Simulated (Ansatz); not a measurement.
Relaxation of the cluster Be₃⁻ with UKS B3LYP/def2-TZVPD.

```sh
$ ansatz run in.yaml --threads 4 --pin off --events-out ev --progress --plain --max-ram 3916MiB
```

```yaml
crystal:
  periodic: [false, false, false]
  atoms:
    - {symbol: Be, position_ang: [-0.877320, -0.456750, -0.544630]}
    - {symbol: Be, position_ang: [0.358610, 1.034020, -0.275260]}
    - {symbol: Be, position_ang: [0.518710, -0.577260, 0.819890]}
basis:
  gaussian: {orbitals: def2-TZVPD}
total_charge: -1
magnetization: {spin_polarized: true, initial_magnetization: 1}
hamiltonian: {xc: {name: B3LYP}}
scf: {omitted_lower_state_checks: [starts]}
output: {orbitals: {seedname: orbitals}}
relax: {f_tol: 0.02, max_steps: 100}
```

Hardware: 4 threads of Arm Neoverse V2 on a shared host. Wall time 8.5 s.

Positions (Å) and forces (eV/Å) at steps 1, 2, 3 of 3:

```xyz
3
step=1 energy=-1200.2957 eV
Be   -0.877   -0.457   -0.545   -0.981   -0.521   -0.603
Be    0.359    1.034   -0.275    0.409    1.163   -0.304
Be    0.519   -0.577    0.820    0.572   -0.642    0.907
3
step=2 energy=-1200.4082 eV
Be   -0.911   -0.475   -0.565   -0.382   -0.199   -0.237
Be    0.373    1.074   -0.286    0.156    0.453   -0.122
Be    0.538   -0.599    0.851    0.226   -0.254    0.359
3
step=3 energy=-1200.4344 eV
Be   -0.940   -0.490   -0.583   -0.004    0.001   -0.004
Be    0.385    1.108   -0.295   -0.001    0.005   -0.004
Be    0.555   -0.618    0.878    0.005   -0.006    0.008
```

The highest occupied level of the charge -1 doublet lies above zero (up to 0.23 eV). By energy differences its removal costs 1.63 eV (vertical, to the charge 0 singlet, at PBE/def2-TZVPD). The structure comes from a short search, and lower isomers may exist.
